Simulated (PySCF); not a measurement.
# Fractional electron number in Cu⁻ (copper, charge -1)

The 4s beta orbital of [Ar] 3d10 4s2 is emptied in steps (occupation f), with all orbitals relaxed, ending at [Ar] 3d10 4s1. Calculation: PySCF 2.14, in aug-cc-pVDZ-PP with ECP10MDF (5s5p4d2f, 54 functions); a scalar-relativistic core potential. The exact energy is a straight line in f; departures are measured from the line between the end points of the same method.

| f | LDA (eV) | PBE (eV) | PBE0 (eV) | r2SCAN (eV) | BHandHLYP (eV) | BLYP (eV) |
| --- | --- | --- | --- | --- | --- | --- |
| 1 | 0.000 | 0.000 | 0.000 | 0.000 | 0.000 | 0.000 |
| 0.9 | -0.227 | -0.218 | -0.143 | -0.192 | -0.089 | -0.229 |
| 0.7 | -0.547 | -0.524 | -0.344 | -0.459 | -0.218 | -0.551 |
| 0.5 | -0.670 | -0.642 | -0.421 | -0.557 | -0.271 | -0.676 |
| 0.3 | -0.576 | -0.552 | -0.362 | -0.476 | -0.237 | -0.583 |
| 0.1 | -0.252 | -0.241 | -0.157 | -0.208 | -0.105 | -0.256 |
| 0 | 0.000 | 0.000 | 0.000 | 0.000 | 0.000 | 0.000 |

```
   method  E(f=0) − E(f=1) (eV)  −ε at f=1 (eV)  −ε at f=0.5 (eV)
      LDA                 1.583          -0.900             1.497
      PBE                 1.350          -1.032             1.266
     PBE0                 1.063          -0.497             1.009
   r2SCAN                 1.226          -0.874             1.188
BHandHLYP                 0.919          -0.043             0.863
     BLYP                 1.393          -1.107             1.297
```

Orbital energy along the path (eV):

```csv
f,LDA,PBE,PBE0,r2SCAN,BHandHLYP,BLYP
1,0.900,1.032,0.497,0.874,0.043,1.107
0.9,0.474,0.622,0.230,0.505,-0.105,0.677
0.7,-0.459,-0.274,-0.357,-0.296,-0.455,-0.258
0.5,-1.497,-1.266,-1.009,-1.188,-0.863,-1.297
0.3,-2.619,-2.340,-1.715,-2.084,-1.323,-2.430
0.1,-3.798,-3.475,-2.456,-3.059,-1.836,-3.639
0,-4.404,-4.046,-2.805,-3.552,-2.107,-4.265
```

At f = 1 the orbital energy is positive for LDA, PBE, PBE0, r2SCAN, BHandHLYP, BLYP: only the finite basis holds the electron.

Reference removal energy between the ground levels: 1.236 eV (measured; photodetachment measurements, as compiled on the Wikipedia data page of electron affinities).
